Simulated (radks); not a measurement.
Q: All-electron atom: I16+ in [Kr] 4d1. Method: scalar-relativistic Kohn-Sham, PBEsol, spin-polarised, spherical densities, finite nucleus; open shells are filled with parallel spins first (spin-orbit coupling, left out, can overturn this in heavy ions); Fermi nuclear charge, rms radius 4.75 fm; computed with a radial shooting solver on a logarithmic mesh with Libxc functionals. Some entries of the table are withheld. Estimate them.

orbital  occ.  eigenvalue (eV)  <r> (bohr)
1s up       1        -33360.63     0.02724
1s down     1        -33360.62     0.02724
2s up       1        -5489.245      0.1172
2s down     1        -5488.727      0.1172
2p up       3        -4968.798      0.1025
2p down     3        -4968.394      0.1025
3s up       1        -1407.359      0.3126
3s down     1        -1407.065      0.3125
3p up       3        -1238.674      0.3101
3p down     3        -1238.346      0.3100
3d up       5        -987.9509         (1)
3d down     5        -987.4804         (2)
4s up       1        -522.8759         (3)
4s down     1        -521.0581         (4)
4p up       3        -465.1613         (5)
4p down     3        -463.3405         (6)
4d up       1        -379.2409      0.7551
4d down     0        -377.4449      0.7554

A: 
(1) 3d up <r> (bohr): 0.2854
(2) 3d down <r> (bohr): 0.2854
(3) 4s up <r> (bohr): 0.6896
(4) 4s down <r> (bohr): 0.6895
(5) 4p up <r> (bohr): 0.7174
(6) 4p down <r> (bohr): 0.7174
